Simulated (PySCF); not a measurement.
## Nuclear quadrupole coupling in `CCCc1c(C(F)(F)F)c1=O`

C7H7F3O.
SMILES with atom numbers: `[CH3:1][CH2:2][CH2:3][c:4]1[c:5]([C:6]([F:7])([F:8])[F:9])[c:10]1=[O:11]` (hydrogens: H12, H13, H14 on C1; H15, H16 on C2; H17, H18 on C3)

Structure used (GFN2-xTB), in Å, numbered top down from 1:
```xyz
18
C7H7F3O angstrom
C      2.5801   -0.2387   -0.3981
C      1.6501    0.7351    0.3132
C      0.3862    1.0454   -0.5046
C     -0.4635   -0.1357   -0.6535
C     -1.7320   -0.6186   -0.5991
C     -3.1353   -0.2115   -0.3606
F     -3.9683   -1.2449   -0.2214
F     -3.2500    0.5341    0.7552
F     -3.6079    0.5416   -1.3705
C     -0.6671   -1.5409   -0.8841
O     -0.2838   -2.6375   -1.1192
H      2.9011    0.1674   -1.3549
H      2.0897   -1.1915   -0.5759
H      3.4633   -0.4200    0.2090
H      1.3549    0.3256    1.2811
H      2.1726    1.6759    0.4948
H     -0.1841    1.8563   -0.0437
H      0.6854    1.3643   -1.5088
```

Field gradients from the PBE0/pcSseg-1 density (PySCF, non-relativistic), principal values in atomic units, ordered |Vxx| ≤ |Vyy| ≤ |Vzz|:

```json
{"atom": "O11", "Vxx": "0.6826", "Vyy": "0.7766", "Vzz": "-1.4591"}
```

Question: Find the asymmetry η = (Vxx − Vyy)/Vzz and the couplings χ = eQV/h (234.96 MHz × Q in barn × V in au), with Q(17O) = −0.0256 b.

Answer: 
| atom | environment | nucleus | η | χzz (MHz) | χxx (MHz) | χyy (MHz) |
| --- | --- | --- | --- | --- | --- | --- |
| O11 | carbonyl oxygen | 17O | 0.06 | 8.78 | -4.11 | -4.67 |

Question: What is Vzz at O11 in SI units (1 au = 9.71736 × 10²¹ V/m²)?

Answer: -1.4591 au = -14.179 × 10²¹ V/m².

Question: And the gradient at the other heavy atoms, for which no coupling is worked out here?

Answer: 
| atom | environment | Vzz (au) | η |
| --- | --- | --- | --- |
| C1 | methyl carbon | 0.080 | 0.37 |
| C2 | chain CH2 carbon | 0.118 | 0.37 |
| C3 | carbon bonded to 2 C and 2 H | 0.127 | 0.50 |
| C4 | unsaturated ring carbon | 0.532 | 0.49 |
| C5 | unsaturated ring carbon | -0.412 | 0.72 |
| C6 | CF3 carbon | -0.354 | 0.04 |
| F7 | fluorine of a CF3 group | 2.965 | 0.05 |
| F8 | fluorine of a CF3 group | 2.947 | 0.04 |
| F9 | fluorine of a CF3 group | 2.958 | 0.03 |
| C10 | ring carbonyl carbon | 0.399 | 0.22 |

Question: What couplings would deuterons (Q(2H) = 0.00286 b) have in place of the hydrogens, at this geometry?

Answer: 
```csv
atom,bonded to,bond length (Å),Vzz (au),η,χzz (kHz)
H12,C1,1.088,0.3144,0.03,211
H13,C1,1.086,0.3089,0.03,208
H14,C1,1.087,0.3164,0.02,213
H15,C2,1.092,0.3014,0.03,203
H16,C2,1.091,0.3034,0.03,204
H17,C3,1.093,0.2970,0.03,200
H18,C3,1.095,0.2960,0.03,199
```

Isolated species at its GFN2-xTB geometry (one conformer only). GFN2-xTB bond lengths can be off by several hundredths of an ångström, more for odd bonds, and the gradients follow them. The small basis limits the accuracy of the gradients.
